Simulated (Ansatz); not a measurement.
Reaction (formal exchange of groups at a C–C bond): `CC(C)[Si]Cl` + `C1=C[SiH2]1` → `CC1=C[SiH2]1` + `CC[Si]Cl`

Computed with Ansatz on PBE0-D4/def2-TZVP structures; ΔE is electronic, products minus reactants. CCSD(T)/CBS is the MP2 limit (def2-TZVPP, def2-QZVPP) plus CCSD(T) − MP2 in def2-TZVPP, frozen cores. Each species was taken in one conformer, which may not be the lowest.

| species | MP2/def2-TZVPP energy (Eh) |
| --- | --- |
| `CC(C)[Si]Cl` | -867.00356 |
| `C1=C[SiH2]1` | -367.39073 |
| `CC1=C[SiH2]1` | -406.62118 |
| `CC[Si]Cl` | -827.78068 |

**Question.** Work out ΔE.

**Answer.** ΔE = (-406.62118) + (-827.78068) − (-867.00356) − (-367.39073) = -0.00757 Eh = -19.9 kJ/mol. CCSD(T)/CBS gives -20.1 kJ/mol.

Largest T1 diagnostic among the species: 0.013.

The D4 term adds +5.1 kJ/mol with B3LYP and +2.7 kJ/mol with PBE0; it sums over pairs of atoms, weighted by their polarisabilities, and B3LYP, whose exchange is more repulsive, gets the larger term. From BLYP to BHLYP (50 % exact exchange), in def2-TZVPP and without D4, ΔE moves by +4.0 kJ/mol. In def2-TZVPP, CCSD(T) changes the Hartree–Fock value by +9.3 kJ/mol (the triples alone add +1.1 kJ/mol) and MP2 by +8.7 kJ/mol.

B3LYP here is the variant with VWN-RPA as its local correlation; programs differ in this.
